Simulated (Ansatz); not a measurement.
Consider the substitution at a C–C bond: `N#CC[SiH3]` + `[SH][GaH2]` → `[SiH3]C[S][GaH2]` + `C#N`.

Program: Ansatz. Geometries: PBE0-D4/def2-TZVP. ΔE: electronic, gas phase. CCSD(T)/CBS is the MP2 limit (def2-TZVPP, def2-QZVPP) plus CCSD(T) − MP2 in def2-TZVPP, frozen cores. This one scheme is used for every species. Functionals use def2-TZVPP. B3LYP here is the variant with VWN-RPA as its local correlation; programs differ in this. HSE06 is defined as in plane-wave codes. For Ga outer-core shells are correlated without core-valence functions, which leaves a few kJ/mol of doubt a bond. Scalar relativity is left out up to krypton. One conformer a species, not always the lowest.

| level | ΔE (kcal/mol) | difference from CCSD(T)/CBS |
| --- | --- | --- |
| LDA (SPW92) | 14.5 | 3.3 |
| PBE-D4 | 12.7 | 1.5 |
| revPBE-D4 | 11.5 | 0.3 |
| BLYP-D4 | 11.5 | 0.3 |
| B97M-V | 14.1 | 2.9 |
| PBE0-D4 | 13.6 | 2.4 |
| B3LYP-D4 | 12.6 | 1.4 |
| r2SCANh-D4 | 14.0 | 2.8 |
| r2SCAN0-D4 | 14.3 | 3.1 |
| HSE06-D4 | 13.6 | 2.4 |
| BHLYP-D4 | 13.2 | 2.0 |
| CAM-B3LYP-D4 | 13.9 | 2.7 |
| ωB97X-V | 13.4 | 2.2 |
| ωB97M-V | 12.8 | 1.6 |
| B2PLYP | 13.9 | 2.7 |
| PBE-QIDH | 13.9 | 2.7 |
| PBE | 14.4 | 3.2 |
| revPBE | 14.8 | 3.6 |
| BLYP | 14.9 | 3.7 |
| r2SCAN | 14.3 | 3.1 |
| PBE0 | 15.0 | 3.8 |
| r2SCANh | 14.5 | 3.3 |
| r2SCAN0 | 14.8 | 3.6 |
| HSE06 | 15.0 | 3.8 |
| BHLYP | 16.0 | 4.8 |
| CAM-B3LYP | 15.5 | 4.3 |
| LC-ωPBE | 15.0 | 3.8 |
| RPA@PBE/def2-TZVPP | 11.6 | 0.4 |
| MP2/def2-SVP | 14.0 | 2.8 |
| CCSD/def2-SVP | 14.6 | 3.4 |
| CCSD(T)/def2-SVP | 14.0 | 2.8 |
| MP2/def2-TZVPP | 12.1 | 0.9 |
| CCSD/def2-TZVPP | 13.1 | 1.9 |
| CCSD(T)/def2-TZVPP | 12.3 | 1.1 |
| HF/def2-QZVPP | 17.0 | 5.8 |
| MP2/def2-QZVPP | 11.5 | 0.3 |
| SCS-MP2/def2-QZVPP | 11.9 | 0.7 |
| HF/CBS(def2) | 17.0 | 5.8 |
| MP2/CBS(def2) | 11.0 | -0.2 |
| CCSD/CBS(def2) | 12.1 | 0.9 |
| CCSD(T)/CBS | 11.2 | 0 |

Largest T1 diagnostic among the species: 0.014.

From BLYP to BHLYP (50 % exact exchange), in def2-TZVPP and without D4, ΔE moves by +1.1 kcal/mol. Leaving LDA and LC-ωPBE aside and taking each functional with its dispersion term where it has one, the values spread over 2.8 kcal/mol, from revPBE-D4 to r2SCAN0-D4.
